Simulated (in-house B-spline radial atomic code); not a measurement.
Inner levels of gold as electrons are removed. A shift is the extra binding of the orbital against the neutral atom ([Xe] 4f14 5d10 6s1). The density at the nucleus is averaged over the nuclear charge. Computed with an all-electron radial atomic-structure program (B-spline basis): Dirac-Hartree-Fock, jj configuration that fills j = l - 1/2 first, finite nuclei.

A number in brackets counts the electrons of a j subshell.

```csv
ion,configuration,shift of 1s1/2 (eV),radius of 1s1/2 (bohr),Σ<r²> (bohr²),change of density at nucleus (bohr⁻³)
Au69+,[He] 2s2 2p6,6453.31,0.01685,0.040927,-67239.3
Au70+,[He] 2s2 2p1/2(2) 2p3/2(3),6939.82,0.016842,0.035414,-64084.5
Au71+,[He] 2s2 2p1/2(2) 2p3/2(2),7430.95,0.016833,0.03003,-60889.1
Au72+,[He] 2s2 2p1/2(2) 2p3/2(1),7926.69,0.016824,0.02477,-57652.8
Au73+,[He] 2s2 2p1/2(2),8427.04,0.016816,0.019632,-54375.5
Au74+,[He] 2s2 2p1/2(1),9018.96,0.016801,0.0156,-59352
Au75+,[He] 2s2,?,?,?,?
Au76+,[He] 2s1,?,?,?,?
Au77+,1s2,?,?,?,?
Au78+,1s1,12154.1,0.016683,0.0003839,-1.12564e+06
```

(1) Fill in the row of Au75+.

(2) Fill in the row of Au76+.

(3) Fill in the row of Au77+.

## Answers

(1) shift of 1s1/2 (eV): 9617.41; radius of 1s1/2 (bohr): 0.016787; Σ<r²> (bohr²): 0.011677; change of density at nucleus (bohr⁻³): -64577.7.

(2) shift of 1s1/2 (eV): 10110.7; radius of 1s1/2 (bohr): 0.016785; Σ<r²> (bohr²): 0.0061825; change of density at nucleus (bohr⁻³): -193232.

(3) shift of 1s1/2 (eV): 10607.5; radius of 1s1/2 (bohr): 0.016778; Σ<r²> (bohr²): 0.00077695; change of density at nucleus (bohr⁻³): -324212.
